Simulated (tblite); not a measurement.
Species: C6H5O3 (doublet state).
Bonds: O1–C2 (double), C2–C3, C3–C4 (double), C4–O5, O5–C6, C6–C7, C7–O8, C6–C9 (double), C2–C9. Hydrogens: H10 on C4; H11, H12 on C7; H13 on O8; H14 on C9.

Computed geometry: GFN2-xTB, gas phase. This method treats the open shell by occupation alone, without spin polarisation.

**Question.** List the bond lengths, angles and torsions at this level.

**Answer.** 
```json
{"bond": "O1=C2", "length (bohr)": "2.281"}
{"bond": "C2–C3", "length (bohr)": "2.717"}
{"bond": "C3=C4", "length (bohr)": "2.497"}
{"bond": "C4–O5", "length (bohr)": "2.586"}
{"bond": "O5–C6", "length (bohr)": "2.533"}
{"bond": "C6–C7", "length (bohr)": "2.865"}
{"bond": "C7–O8", "length (bohr)": "2.648"}
{"bond": "C6=C9", "length (bohr)": "2.540"}
{"bond": "C2–C9", "length (bohr)": "2.803"}
{"bond": "C4–H10", "length (bohr)": "2.040"}
{"bond": "C7–H11", "length (bohr)": "2.080"}
{"bond": "C7–H12", "length (bohr)": "2.061"}
{"bond": "O8–H13", "length (bohr)": "1.824"}
{"bond": "C9–H14", "length (bohr)": "2.038"}
```

A selection of angles:
```json
{"angle": "O1–C2–C3", "degrees": "130.1"}
{"angle": "O1–C2–C9", "degrees": "121.9"}
{"angle": "C3–C2–C9", "degrees": "108.0"}
{"angle": "C2–C3–C4", "degrees": "125.2"}
{"angle": "C3–C4–O5", "degrees": "123.6"}
{"angle": "C3–C4–H10", "degrees": "124.7"}
{"angle": "O5–C4–H10", "degrees": "111.7"}
{"angle": "C4–O5–C6", "degrees": "116.0"}
{"angle": "O5–C6–C7", "degrees": "112.6"}
{"angle": "O5–C6–C9", "degrees": "123.3"}
{"angle": "C7–C6–C9", "degrees": "124.1"}
{"angle": "C6–C7–O8", "degrees": "112.1"}
{"angle": "C6–C7–H11", "degrees": "108.4"}
{"angle": "C6–C7–H12", "degrees": "109.8"}
{"angle": "O8–C7–H11", "degrees": "111.0"}
{"angle": "O8–C7–H12", "degrees": "106.4"}
{"angle": "H11–C7–H12", "degrees": "109.1"}
{"angle": "C7–O8–H13", "degrees": "109.2"}
{"angle": "C6–C9–H14", "degrees": "120.8"}
{"angle": "C2–C9–C6", "degrees": "123.9"}
{"angle": "C2–C9–H14", "degrees": "115.3"}
```

Torsions: O1–C2–C3–C4 180° (antiperiplanar); C2–C3–C4–O5 0° (synperiplanar); C3–C4–O5–C6 0° (synperiplanar); C4–O5–C6–C7 179° (antiperiplanar); O5–C6–C7–O8 -63° (synclinal); O5–C6–C9–C2 -1° (synperiplanar); O1–C2–C9–C6 -179° (antiperiplanar); H13–O8–C7–C6 59° (synclinal). The mirror-image conformer, all signs reversed, is as good.

C4 (carbon bonded to C, O and H) is planar (angles 124.7°, 123.6° and 111.7°, sum 360.0°, 0.00 Å off the plane of its three neighbours). C6 (carbon bonded to 2 C and O) is planar (angles 124.1°, 123.3° and 112.6°, sum 360.0°, 0.01 Å off the plane of its three neighbours). Of the pairs four or more bonds apart, O5···H13 is among the closest relative to their van der Waals radii: 2.57 Å, 94 % of the sum of Bondi's values. The C–C distances run from 1.322 Å (C3=C4, drawn double) to 1.516 Å (C6–C7, drawn single), a spread of 0.194 Å. C9 (carbon bonded to 2 C and H) is planar (angles 123.9°, 120.8° and 115.3°, sum 360.0°, 0.00 Å off the plane of its three neighbours). The 4 C–O bonds span 1.207 Å (O1=C2, drawn double) to 1.401 Å (C7–O8, drawn single), a spread of 0.194 Å. C2 (carbon bonded to 2 C and O) is planar (angles 130.1°, 121.9° and 108.0°, sum 360.0°, 0.00 Å off the plane of its three neighbours).

Point group: C1 (no symmetry element, even within 0.4 Å). Its GFN2-xTB frequencies are all real (lowest 22 cm⁻¹). Torsions: O1–C2–C3–C4 180°, C3–C4–O5–C6 0°, C4–O5–C6–C7 179°, O5–C6–C7–O8 -63°, C6–C7–O8–H 59°.

Hardware: one thread of an Arm Neoverse V2, no GPU, shared host. Cost: 0.19 s of wall time. This is the geometry optimisation.
